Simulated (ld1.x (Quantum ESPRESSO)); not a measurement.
How hard is this B (Z = 5) TM potential?

* Element: B (Z = 5)
* Generator: ld1.x (Quantum ESPRESSO) 7.5
* Type: norm-conserving Troullier–Martins (Kleinman–Bylander form)
* Functional: PBEsol
* Relativity: scalar-relativistic
* Frozen core: [He]
* Valence charge: 3
* Reference configuration: 2s2 2p1
* Partial waves: 2p (bound): rc 2.65 bohr; 3d channel at 0.05 Ry: rc 2.55 bohr; 2s (bound): rc 1.55 bohr
* Local potential: the s channel
* Core correction: Bessel-smoothed model core, default radius (core density twice the valence density)

The pseudo-atom Hamiltonian at the reference potential is diagonalised in spherical Bessel functions j_l(qr) that vanish at 20 bohr, with q² up to the cutoff. All-electron valence levels (Ry): 2p -0.2613, 2s -0.6880.

Question: How do the lowest levels (Ry) of each channel move with the cutoff, and are there ghosts?

Answer:

```json
{"cutoff (Ry)": "8", "p #1": "-0.2103", "p #2": "0.0336", "d #1": "0.0670", "s #1": "-0.6508", "s #2": "-0.0066", "f #1": "0.1132", "f #2": "0.2454", "Σ f·Δε (mRy)": "125.4"}
{"cutoff (Ry)": "12", "p #1": "-0.2494", "p #2": "0.0314", "d #1": "0.0669", "s #1": "-0.6712", "s #2": "-0.0076", "f #1": "0.1132", "f #2": "0.2454", "Σ f·Δε (mRy)": "45.6"}
{"cutoff (Ry)": "18", "p #1": "-0.2609", "p #2": "0.0307", "d #1": "0.0669", "s #1": "-0.6845", "s #2": "-0.0084", "f #1": "0.1132", "f #2": "0.2454", "Σ f·Δε (mRy)": "7.5"}
{"cutoff (Ry)": "25", "p #1": "-0.2612", "p #2": "0.0307", "d #1": "0.0669", "s #1": "-0.6867", "s #2": "-0.0085", "f #1": "0.1132", "f #2": "0.2454", "Σ f·Δε (mRy)": "2.7"}
{"cutoff (Ry)": "30", "p #1": "-0.2613", "p #2": "0.0307", "d #1": "0.0669", "s #1": "-0.6868", "s #2": "-0.0085", "f #1": "0.1132", "f #2": "0.2454", "Σ f·Δε (mRy)": "2.4"}
{"cutoff (Ry)": "40", "p #1": "-0.2613", "p #2": "0.0307", "d #1": "0.0669", "s #1": "-0.6872", "s #2": "-0.0085", "f #1": "0.1132", "f #2": "0.2454", "Σ f·Δε (mRy)": "1.6"}
{"cutoff (Ry)": "50", "p #1": "-0.2613", "p #2": "0.0307", "d #1": "0.0669", "s #1": "-0.6878", "s #2": "-0.0086", "f #1": "0.1132", "f #2": "0.2454", "Σ f·Δε (mRy)": "0.5"}
{"cutoff (Ry)": "60", "p #1": "-0.2613", "p #2": "0.0307", "d #1": "0.0669", "s #1": "-0.6880", "s #2": "-0.0086", "f #1": "0.1132", "f #2": "0.2454", "Σ f·Δε (mRy)": "0.1"}
{"cutoff (Ry)": "400", "p #1": "-0.2613", "p #2": "0.0307", "d #1": "0.0669", "s #1": "-0.6880", "s #2": "-0.0086", "f #1": "0.1132", "f #2": "0.2454", "Σ f·Δε (mRy)": "0.0"}
```

Result: no extra level below or beside the all-electron valence levels (p, d, s, f tested); 10 mRy is reached at 18 Ry and 1 mRy at 50 Ry.
